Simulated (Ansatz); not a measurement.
Cost and result for the atomization energy of `N=[C](S)[SnH3]` (9 atoms, 8 bonds).

```xyz
9

N     1.029   -1.567    0.818
C     0.632   -0.379    0.647
S     1.306    0.834    1.739
Sn   -0.794    0.257   -0.866
H     0.606   -2.218    0.160
H     0.655    1.893    1.233
H    -1.198   -1.167   -1.716
H    -2.165    0.940   -0.119
H    -0.071    1.407   -1.896
```

The species carries charge 0 and has multiplicity 1. Correlated methods include outer-core shells of Sn, which these sets cover unevenly. Sn: def2 effective core potential. The structure was optimised at the PBE0-D4/def2-TZVP level. It is one conformer, not always the lowest. Program: Ansatz. All runs use 4 threads of an Arm Neoverse V2 on a shared host. Times are those of one run each, without the atoms' runs, and a repeat can differ threefold. Electronic energies, without spin–orbit coupling; frozen cores. CCSD(T)/CBS adds CCSD(T) − MP2 in def2-TZVPP to the MP2 limit, and its time is that of the two runs behind it. T1 = 0.015. With those shells the extrapolation isn't a true limit. B3LYP takes the VWN-RPA correlation (the form of Gaussian; ORCA's B3LYP/G).

CCSD(T)/CBS is a level of theory with its own doubt, some kJ/mol a heavy atom from the limit and from the frozen cores, so smaller differences don't rank the functionals.

| level | functions | wall time |
| --- | --- | --- |
| PBE-D4/def2-TZVPP (with forces) | 224 | 1.9 s |
| PBE0-D4/def2-TZVPP | 224 | 2.2 s |
| B3LYP-D4/def2-TZVPP (with forces) | 224 | 3.4 s |
| r2SCAN-D4/def2-TZVPP (with forces) | 224 | 3.7 s |
| B2PLYP/def2-TZVPP | 224 | 4 s |
| ωB97X-V/def2-TZVPP | 224 | 6 s |
| ωB97M-V/def2-TZVPP (with forces) | 224 | 9 s |
| MP2/def2-QZVPP | 416 | 12 s |
| CCSD(T)/def2-TZVPP | 224 | 91 s |
| CCSD(T)/CBS(def2) | – | 100 s |

(1) What atomization energy does each give, and how far from CCSD(T)/CBS? (Best estimate.)

Answers

(1) The calculation gave: 
```csv
level,atomization (kcal/mol),difference from CCSD(T)/CBS,per bond
PBE-D4/def2-TZVPP (with forces),664.0,15.5,1.9
PBE0-D4/def2-TZVPP,645.6,-2.9,-0.4
B3LYP-D4/def2-TZVPP (with forces),646.9,-1.6,-0.2
r2SCAN-D4/def2-TZVPP (with forces),646.1,-2.4,-0.3
B2PLYP/def2-TZVPP,635.6,-12.9,-1.6
ωB97X-V/def2-TZVPP,652.3,3.8,0.5
ωB97M-V/def2-TZVPP (with forces),649.1,0.6,0.1
MP2/def2-QZVPP,641.5,-7.0,-0.9
CCSD(T)/def2-TZVPP,627.3,-21.2,-2.7
CCSD(T)/CBS(def2),648.5,0.0,0.0
```

The D4 term adds +8.6 kcal/mol with B3LYP and +4.5 kcal/mol with PBE0; it sums over pairs of atoms, weighted by their polarisabilities, and B3LYP, whose exchange is more repulsive, gets the larger term. In def2-TZVPP, CCSD(T) changes the Hartree–Fock value by +208.8 kcal/mol (the triples alone add +14.7 kcal/mol) and MP2 by +210.3 kcal/mol; breaking electron pairs costs correlation energy, which Hartree–Fock lacks. From PBE to PBE0 (25 % exact exchange), in def2-TZVPP and without D4, the atomization energy moves by −17.5 kcal/mol: exact exchange takes away binding that semilocal exchange gives to molecules.

Spin–orbit coupling would lower the free Sn atoms strongly, and the atomization energy with them, by more than many differences here. For some Ge, Se and Sn compounds the MP2-based and the directly extrapolated limit differ by 10 to 25 kJ/mol.
